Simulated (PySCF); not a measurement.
C7H14NO (doublet state).
Atom-mapped SMILES: `[CH3:1][C@@H:2]1[CH2:3][CH2:4][CH2:5][C@@H:6]([CH3:7])[N:8]1[O:9]` (hydrogens: H10, H11, H12 on C1; H13 on C2; H14, H15 on C3; H16, H17 on C4; H18, H19 on C5; H20 on C6; H21, H22, H23 on C7)

Computed, not measured: PySCF, PBE0-D3(BJ)/def2-SVP geometry optimisation, gas phase.

Task: List the bond lengths, angles and torsions at this level.

Result: 
```
                   bond  length (Å)
                  C1–C2       1.526
           C2–C3, C5–C6       1.526
           C3–C4, C4–C5       1.522
                  C6–C7       1.515
                  N8–O9       1.262
           C2–N8, C6–N8       1.469
C1–H10 and 5 like bonds       1.100
                 C2–H13       1.101
         C3–H14, C5–H19       1.102
         C3–H15, C5–H18       1.103
         C4–H16, C4–H17       1.103
                 C6–H20       1.111
```

Bonds in one row agree within 0.01 Å and their mean is given. A selection of angles:
```
     angle  degrees
 C2–C1–H10    109.3
 C2–C1–H12    112.3
H10–C1–H11    108.5
H10–C1–H12    108.3
  C1–C2–C3    114.1
  C1–C2–N8    110.5
 C1–C2–H13    108.1
  C3–C2–N8    110.5
 C3–C2–H13    109.4
 N8–C2–H13    103.7
  C2–C3–C4    112.2
 C2–C3–H14    108.6
 C2–C3–H15    109.1
 C4–C3–H14    108.8
 C4–C3–H15    111.2
H14–C3–H15    106.8
  C3–C4–C5    110.0
 C3–C4–H16    110.4
H16–C4–H17    106.2
 C4–C5–H18    109.6
 C4–C5–H19    111.0
 C6–C5–H18    108.4
  C5–C6–N8    109.9
 C5–C6–H20    108.1
  C7–C6–N8    110.0
 C7–C6–H20    108.6
 N8–C6–H20    107.3
  C6–N8–O9    119.0
  C2–N8–C6    119.2
  C2–N8–O9    116.5
```

Dihedral angles: C1–C2–C3–C4 -75° (synclinal); C2–C3–C4–C5 -56° (synclinal); C3–C4–C5–C6 57° (synclinal); C4–C5–C6–C7 -175° (antiperiplanar); C5–C6–N8–O9 -157° (antiperiplanar); C1–C2–N8–C6 79° (synclinal).

Of the pairs four or more bonds apart, O9···H22 is among the closest relative to their van der Waals radii: 2.46 Å, 90 % of the sum of Bondi's values. N8 (nitrogen bonded to 2 C and O) has angles 119.2°, 119.0° and 116.5°, sum 354.7°, 0.19 Å off the plane of its three neighbours. The 6-membered ring C2–C3–C4–C5–C6–N8 has internal angles of 109.9° to 119.2° (sum 674°, against 720° for a flat polygon); it is puckered, 0.21 Å rms from its mean plane, widest ring torsion 57°.

Point group: C1 (no symmetry element, even within 0.4 Å). Stationary, but not proved a minimum. ⟨S²⟩ = 0.754 (exact for a doublet: 0.75).

On x86-64 server, one thread, on a shared host, this took 3.1 min. That covers the optimisation of the geometry.

One conformer stands for the species.
